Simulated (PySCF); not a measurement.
Ionisation energy of Nb(19+) by level of theory

Nb(19+) [Ar] 3d4 [3d3/2^4, M_J = 0] → Nb(20+) [Ar] 3d3 [3d3/2^3, M_J = 3/2], as a difference of total energies. All numbers are calculated (PySCF 2.14, the two-component X2C-1e Hamiltonian, in an uncontracted even-tempered set (17 s from 2.1 bohr⁻², ratio 2.8; 12 p from 2.7 bohr⁻², ratio 2.8; 8 d from 2.7 bohr⁻², ratio 2.8; 4 f from 9.6 bohr⁻², ratio 3)). Correlated levels: [Ne] frozen; the 76 highest virtual spinors dropped. "Screened" scales the spin-orbit matrix elements by Boettger's factors to mimic the two-electron term; Breit and QED terms are absent.

| method | ionisation energy (eV) |
| --- | --- |
| GHF (spin-free) | 816.60 |
| GMP2 (spin-free) | 817.01 |
| GHF (screened spin-orbit) | 815.91 |
| GMP2 (screened spin-orbit) | 816.34 |

**Question.** How much does correlation contribute at GMP2 (screened spin-orbit)?

**Answer.** 816.34 − (815.91) = 0.43 eV, measured against GHF (screened spin-orbit).

Breit and QED terms and the two-electron picture change are absent.

The spin-free rows relax to the high-spin LS determinant and lack the spin-orbit shift.

The labels give the starting determinants; with spin-orbit coupling the two ends relaxed to ⟨J²⟩ = 2.84, ⟨L²⟩ = 5.58, ⟨S²⟩ = 5.57 and ⟨J²⟩ = 5.59, ⟨L²⟩ = 11.57, ⟨S²⟩ = 3.52.

The determinant of Nb(19+) and of Nb(20+) mixes levels of different J (the jj label is only the starting occupation), so the difference between spin-free and spin-orbit rows is not the physical spin-orbit shift.

For comparison: 816 ± 4 eV (theoretical estimate listed by NIST; NIST Atomic Spectra Database, ionization energies).
